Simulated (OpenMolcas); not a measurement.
## Sc: the spin-orbit constant, thermal populations, worked from levels

```yaml
Program: OpenMolcas
Basis: ANO-RCC-VQZP [7s6p4d3f2g1h]
Scalar_Hamiltonian: DKH2, point nucleus
Active_space: 3 electrons in 11 orbitals (3d 4s 4d)
State_averaging: 2S+1 = 2 even, 29 roots; 2S+1 = 4 even, 10 roots kept (CI in the orbitals of an earlier block)
Spin-orbit_coupling: state interaction with AMFI integrals over the reference wave functions, term energies averaged over their components
```

Methods: CASSCF; MS-CASPT2, IPEA 0.25 Eh, imaginary shift 0.1 Eh (closed shells correlated: 3s 3p). Measured levels: NIST Handbook of Basic Atomic Spectroscopic Data.

**The spin-orbit constant.** For the Hund term 2D of d1, E(J) = (A/2) J(J+1) + constant and ζ = 2S·A = A. From J = 3/2 to J = 5/2 the energy changes by 2.5 A.

| Source | E(5/2) - E(3/2) | A | ζ |
| --- | --- | --- | --- |
| CASSCF | 190.7 | 76.3 | 76 |
| MS-CASPT2 | 195.2 | 78.1 | 78 |
| measured | 168.3 | 67.3 | 67 |

All in cm-1. MS-CASPT2 is off by +16.0 % and CASSCF by +13.3 %. Both methods take the spin-orbit matrix elements from the reference wave functions, so the second can move ζ only through the term energies and any multistate remixing.

**Thermal populations.** Z = Σ (2J + 1) exp(-E/kT) with k = 0.695035 cm-1/K, over the levels below. No other level of either list lies under 12000 cm-1, which is above 7 kT at each temperature.

| Level | 2J + 1 | MS-CASPT2 | measured |
| --- | --- | --- | --- |
| 3d 4s2 2D 3/2 | 4 | 0.0 | 0.0 |
| 3d 4s2 2D 5/2 | 6 | 195 | 168 |
| 3d2 4s 4F 3/2 | 4 | 8420 | 11520 |
| 3d2 4s 4F 5/2 | 6 | 8460 | 11558 |
| 3d2 4s 4F 7/2 | 8 | 8520 | 11610 |
| 3d2 4s 4F 9/2 | 10 | 8600 | 11677 |

| T (K) | Z, MS-CASPT2 | Z, measured levels | Ground level (%), MS-CASPT2 | Ground level (%), measured levels |
| --- | --- | --- | --- | --- |
| 300 | 6.355 | 6.681 | 62.9 | 59.9 |
| 1000 | 8.532 | 8.712 | 46.9 | 45.9 |
| 2000 | 9.276 | 9.324 | 43.1 | 42.9 |

At 2000 K, kT = 1390 cm-1, and the computed levels give Z = 4.000 + 5.215 + 0.009 + 0.014 + 0.017 + 0.021 = 9.276.

CASPT2 breaks the degeneracy within a term, and the mean is taken; among the terms shown or strongly mixed into the levels shown the widest spread is 640 cm-1 (3d2 4s 4F, MS-CASPT2). Terms from blocks run as CI alone lack orbitals of their own. Active for correlation alone: 4d; no level in the range computed is led by a configuration that fills it, so any true level of that kind is missing. Without dynamic correlation excited terms often stand tens of per cent too high (terms of higher spin than the ground term too low), and those without a measured partner can miss by more than the paired ones (holds for CASSCF). Measured partners are found by configuration, term and J. A level has none where our copy of the source lacks it or the pairing is in doubt (some pairs that miss far off the trend of their configuration count as doubtful), and it then counts in no deviation. Levels of configurations outside the active space are missing.
